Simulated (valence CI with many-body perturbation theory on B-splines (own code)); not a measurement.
# W42+: electric-dipole lines

Computed by valence CI with perturbative core correlation (CI+MBPT): four valence electrons over a frozen Dirac-Fock core [Ar] 3d10, radial functions for each j: 11 s, 11 p, 9 d, 7 f, 5 g, 2 h, 1 i, with the one-electron correlation potential Σ1, the two-electron term Σ2, the three-electron term Σ3, Breit, model QED; selected CI, second order for the rest (own B-spline code, finite nucleus).

No measured spectrum was set against this ion. As an estimate, large intervals hold to a few tenths of a per cent, small ones and those within an open d or f shell to about a per cent.

Lines 101 to 150 of 232 in falling wavelength, among levels below 495.37 eV, chosen from the strongest by gf and those to the six lowest levels. Wavelengths and rates use the calculated energies. Electric multipoles are in the length gauge, E1 and E2 with the static RPA response of the core. Weak lines are less certain than strong ones. Lines between different terms over intervals too small for the method are left out, as are lines whose strength nearly cancels. The highest levels of a list are the least certain.

Levels are named by their leading jj configuration (3d3/2^4 stands for four electrons in 3d with j = 3/2), which in mixed levels can hold well under half, so a name can repeat and another be missing. Letters in brackets count levels of one name in rising energy.

| λ vac (Å) | Upper | Lower | A (s⁻¹) | log gf | Branch % |
| --- | --- | --- | --- | --- | --- |
| 68.52 | (4s 4p1/2^2 4d5/2) J=3 | (4s 4p1/2^2 4p3/2) J=2 | 2.17e+11 | 0.03 | 89.3 |
| 68.34 | (4s 4p1/2 4p3/2 4d5/2) J=2 [c] | (4s 4p1/2 4p3/2^2) J=2 [c] | 6.40e+10 | -0.65 | 8.5 |
| 68.00 | (4s^2 4p1/2 4f7/2) J=3 | (4s 4p1/2 4p3/2^2) J=2 [a] | 1.94e+11 | -0.03 | 49.2 |
| 67.87 | (4s^2 4p3/2 4d5/2) J=1 | (4s^2 4p3/2^2) J=0 | 2.41e+11 | -0.30 | 53.8 |
| 67.74 | (4s 4p1/2 4p3/2 4d5/2) J=1 [c] | (4s 4p1/2 4p3/2^2) J=1 [a] | 3.55e+11 | -0.14 | 51.7 |
| 67.46 | (4s 4p1/2 4p3/2 4d5/2) J=3 [d] | (4s 4p1/2 4p3/2^2) J=2 [c] | 4.50e+11 | 0.33 | 43.2 |
| 67.46 | (4s 4p1/2 4p3/2 4d5/2) J=1 [b] | (4s 4p1/2 4p3/2^2) J=0 | 2.60e+11 | -0.27 | 55.1 |
| 67.44 | (4s 4p1/2 4p3/2 4d5/2) J=3 [b] | (4s 4p1/2 4p3/2^2) J=2 [b] | 6.16e+10 | -0.53 | 9.6 |
| 67.35 | (4s 4p1/2 4p3/2 4d5/2) J=2 [c] | (4s 4p1/2 4p3/2^2) J=1 [a] | 2.04e+11 | -0.16 | 27.0 |
| 67.28 | (4s 4p1/2 4p3/2 4d5/2) J=0 | (4s 4p1/2 4p3/2^2) J=1 [a] | 2.25e+11 | -0.82 | 27.7 |
| 67.20 | (4s 4p1/2 4p3/2 4d5/2) J=2 [d] | (4s 4p1/2 4p3/2^2) J=1 [b] | 4.30e+11 | 0.16 | 34.7 |
| 66.66 | (4s 4p1/2 4p3/2 4d5/2) J=2 [d] | (4s 4p1/2 4p3/2^2) J=2 [c] | 7.06e+10 | -0.63 | 5.7 |
| 66.26 | (4s 4p1/2^2 4d5/2) J=2 | (4s 4p1/2^2 4p3/2) J=2 | 8.77e+10 | -0.54 | 41.1 |
| 66.08 | (4s 4p1/2 4p3/2 4d5/2) J=2 [a] | (4s 4p1/2 4p3/2^2) J=2 [a] | 2.43e+11 | -0.10 | 80.8 |
| 66.08 | (4s 4p1/2 4p3/2^2) J=2 [b] | (4s^2 4p1/2 4p3/2) J=2 | 1.95e+10 | -1.20 | 3.8 |
| 65.83 | (4s 4p1/2 4p3/2 4d5/2) J=3 [c] | (4s 4p1/2 4p3/2^2) J=3 | 1.01e+10 | -1.34 | 1.1 |
| 65.82 | (4s 4p1/2 4p3/2 4d5/2) J=4 [c] | (4s 4p1/2 4p3/2^2) J=3 | 5.51e+11 | 0.51 | 78.1 |
| 65.72 | (4s 4p1/2 4p3/2 4d5/2) J=2 [d] | (4s 4p1/2 4p3/2^2) J=1 [a] | 1.91e+11 | -0.21 | 15.4 |
| 65.30 | (4s 4p1/2 4p3/2 4d5/2) J=3 [a] | (4s^2 4p1/2 4d5/2) J=3 | 1.40e+11 | -0.20 | 40.3 |
| 65.28 | (4s 4p1/2 4p3/2 4d5/2) J=1 [c] | (4s 4p1/2 4p3/2^2) J=0 | 4.47e+10 | -1.07 | 6.5 |
| 65.08 | (4s^2 4p3/2 4d5/2) J=3 | (4s^2 4p3/2^2) J=2 | 7.58e+11 | 0.53 | 95.8 |
| 64.97 | (4s 4p1/2 4p3/2 4d5/2) J=1 [a] | (4s 4p1/2 4p3/2^2) J=2 [a] | 6.70e+10 | -0.90 | 8.4 |
| 64.76 | (4s 4p1/2 4p3/2 4d5/2) J=1 [b] | (4s 4p1/2 4p3/2^2) J=2 [b] | 6.28e+10 | -0.93 | 13.3 |
| 64.61 | (4s 4p1/2 4p3/2^2) J=2 [b] | (4s^2 4p1/2 4p3/2) J=1 | 4.94e+11 | 0.19 | 96.1 |
| 64.59 | (4s^2 4p3/2 4d5/2) J=1 | (4s^2 4p3/2^2) J=2 | 1.93e+11 | -0.44 | 43.1 |
| 64.53 | (4s 4p1/2 4p3/2^2) J=3 | (4s^2 4p1/2 4p3/2) J=2 | 2.73e+11 | 0.08 | 95.8 |
| 64.29 | (4s 4p1/2 4p3/2 4d5/2) J=3 [c] | (4s 4p1/2 4p3/2^2) J=2 [b] | 8.18e+11 | 0.55 | 87.3 |
| 63.93 | (4s 4p1/2 4p3/2 4d5/2) J=2 [b] | (4s^2 4p1/2 4d5/2) J=3 | 1.77e+11 | -0.27 | 45.1 |
| 63.87 | (4s 4p1/2 4p3/2 4d5/2) J=2 [c] | (4s 4p1/2 4p3/2^2) J=3 | 1.29e+11 | -0.40 | 17.1 |
| 63.84 | (4s 4p1/2 4p3/2 4d5/2) J=3 [a] | (4s 4p1/2 4p3/2^2) J=2 [a] | 2.17e+10 | -1.03 | 6.2 |
| 63.43 | (4s 4p1/2 4p3/2 4d5/2) J=3 [b] | (4s^2 4p1/2 4d5/2) J=3 | 1.23e+11 | -0.28 | 19.2 |
| 63.42 | (4s 4p1/2 4p3/2 4d5/2) J=1 [a] | (4s^2 4p1/2 4d3/2) J=1 | 9.61e+10 | -0.76 | 12.1 |
| 63.21 | (4s 4p1/2 4p3/2 4d3/2) J=2 [b] | (4s^2 4p1/2 4d3/2) J=2 | 1.09e+11 | -0.49 | 62.2 |
| 63.16 | (4p1/2^2 4p3/2^2) J=2 | (4s 4p1/2^2 4p3/2) J=1 | 4.04e+11 | 0.08 | 61.8 |
| 63.11 | (4s 4p1/2 4p3/2 4d5/2) J=3 [d] | (4s 4p1/2 4p3/2^2) J=3 | 2.26e+11 | -0.02 | 21.7 |
| 63.07 | (4s 4p1/2 4p3/2 4d5/2) J=4 [b] | (4s^2 4p1/2 4d5/2) J=3 | 1.51e+11 | -0.09 | 67.4 |
| 62.88 | (4s 4p1/2 4p3/2 4d3/2) J=1 [d] | (4s 4p1/2 4p3/2^2) J=2 [a] | 3.99e+10 | -1.15 | 3.2 |
| 62.75 | (4s 4p1/2 4p3/2 4d5/2) J=1 [c] | (4s 4p1/2 4p3/2^2) J=2 [b] | 1.70e+11 | -0.52 | 24.7 |
| 62.54 | (4s 4p1/2 4p3/2 4d5/2) J=2 [b] | (4s 4p1/2 4p3/2^2) J=2 [a] | 5.47e+10 | -0.80 | 13.9 |
| 62.40 | (4s 4p1/2 4p3/2 4d5/2) J=2 [d] | (4s 4p1/2 4p3/2^2) J=3 | 8.87e+10 | -0.59 | 7.2 |
| 62.13 | (4s 4p1/2 4p3/2^2) J=0 | (4s^2 4p1/2 4p3/2) J=1 | 2.52e+11 | -0.84 | 100.0 |
| 62.06 | (4s 4p1/2 4p3/2 4d5/2) J=3 [b] | (4s 4p1/2 4p3/2^2) J=2 [a] | 2.09e+11 | -0.07 | 32.7 |
| 61.69 | (4s 4p1/2 4p3/2 4d5/2) J=3 [d] | (4s 4p1/2 4p3/2^2) J=2 [b] | 5.87e+10 | -0.63 | 5.6 |
| 61.67 | (4s 4p1/2 4p3/2 4d3/2) J=2 [c] | (4s^2 4p1/2 4d3/2) J=2 | 1.35e+11 | -0.42 | 15.9 |
| 61.54 | (4p1/2^2 4p3/2^2) J=0 | (4s 4p1/2^2 4p3/2) J=1 | 4.48e+11 | -0.59 | 84.1 |
| 61.43 | (4s 4p1/2 4p3/2 4d3/2) J=1 [d] | (4s^2 4p1/2 4d3/2) J=1 | 1.79e+11 | -0.52 | 14.3 |
| 61.33 | (4s 4p1/2 4p3/2^2) J=1 [a] | (4s^2 4p1/2 4p3/2) J=2 | 3.99e+10 | -1.17 | 8.9 |
| 61.31 | (4s 4p3/2^3) J=2 | (4s^2 4p3/2^2) J=2 | 8.33e+11 | 0.37 | 99.2 |
| 61.28 | (4s 4p1/2^2 4p3/2) J=1 | (4s^2 4p1/2^2) J=0 | 3.20e+11 | -0.27 | 88.2 |
| 61.21 | (4s 4p1/2 4p3/2 4d3/2) J=0 [b] | (4s^2 4p1/2 4d3/2) J=1 | 4.11e+11 | -0.64 | 27.1 |
